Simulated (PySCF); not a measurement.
## Exercise with solution: oscillator strength and radiative lifetime

H5NOSeSi, SMILES N[Se]O[SiH3].

Geometry optimised at B3LYP-D3(BJ)/def2-SVP. The structure was generated by enumeration, and PubChem lists no compound with its InChIKey, so it may never have been made. The values are those of a single conformer.

TDA-CAM-B3LYP/def2-SVPD (PySCF) puts the first singlet state with f over 0.02 at 6.07 eV (vertical), with the transition dipole (0.129, 0.152, 0.513) in atomic units.

Question: Find the oscillator strength, the wavelength and the radiative lifetime that this transition would have in vacuum if emission retraced absorption.

Answer: 
|μ|² = 0.3029 au, so |μ| = 1.40 D. ΔE = 6.07/27.211 = 0.2231 hartree. f = (2/3) ΔE |μ|² = 0.045 (the program prints 0.045).
λ = 1239.84/6.07 = 204 nm; ν = 48958 cm⁻¹.
Einstein's coefficient A = 0.6670 ν² f s⁻¹ (ν in cm⁻¹) = 7.2e7 s⁻¹, so τ = 1/A = 14 ns. This state is S3; the lower singlets have f = 0.001, 0.003. The figure is the radiative limit of this one transition; relaxation, internal conversion, crossing to triplets and a medium change what is measured.
